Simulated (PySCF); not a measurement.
PySCF job for CH7FO2Si2, SMILES [C@H]([SiH2]O)(O)[SiH2]F, PBE0/pcSseg-1. Coordinates come from a PBE0-D3(BJ)/def2-SVP optimisation. The structure was generated by enumeration; whether it is a known compound was not checked. Other conformers were not sampled.

```python
import numpy as np
from pyscf import gto, scf, dft
from pyscf.prop.nmr import rks as nmr

mol = gto.M(
    atom='''
    O    -1.13112544    1.78048438    0.80451031
    Si   -1.48792429    0.30989920    0.11756693
    C    -0.05314373   -0.90857368    0.39591044
    O    -0.34557784   -2.21471492   -0.09035386
    Si    1.48294328   -0.32409219   -0.51715462
    F     1.52259239    1.30401898   -0.26601375
    H    -0.27357456    2.13281395    0.53336534
    H    -2.70363830   -0.22656843    0.79581742
    H    -1.74613193    0.39538069   -1.35350722
    H     0.19426314   -0.90428528    1.47922418
    H    -1.08590603   -2.57156520    0.41226854
    H     1.35896342   -0.55192359   -1.98044061
    H     2.75491539   -0.88603471    0.01290948
    ''',
    basis='pcSseg-1',
    charge=0,
    spin=0,
    max_memory=1600,
    verbose=3,
)
mf = dft.RKS(mol, xc='pbe0')
mf.grids.level = 3
mf.conv_tol = 1e-10
mf.max_cycle = 100
mf.kernel()
n = nmr.NMR(mf)
n.verbose = 2
n.max_cycle_cphf = 60
sigma = n.kernel()
print('atom   isotropic/ppm   span/ppm')
for i, s in enumerate(sigma):
    w = np.linalg.eigvalsh((s + s.T) / 2)
    print(f'{mol.atom_symbol(i):2s}{i + 1:3d} {w.mean():14.3f} {w[2] - w[0]:11.3f}')
```

Log of the run:

```
converged SCF energy = -871.079350474856
atom   isotropic/ppm   span/ppm
O   1        312.226      61.508
Si  2        369.305      90.911
C   3        134.047     100.698
O   4        357.821     116.701
Si  5        338.595      84.472
F   6        403.179      56.346
H   7         29.693      23.650
H   8         26.485       7.533
H   9         26.259       6.634
H  10         27.550       6.964
H  11         31.788      24.222
H  12         26.089       6.591
H  13         25.801       8.235
```

The run converged.

Cost: roughly 50 core-seconds.
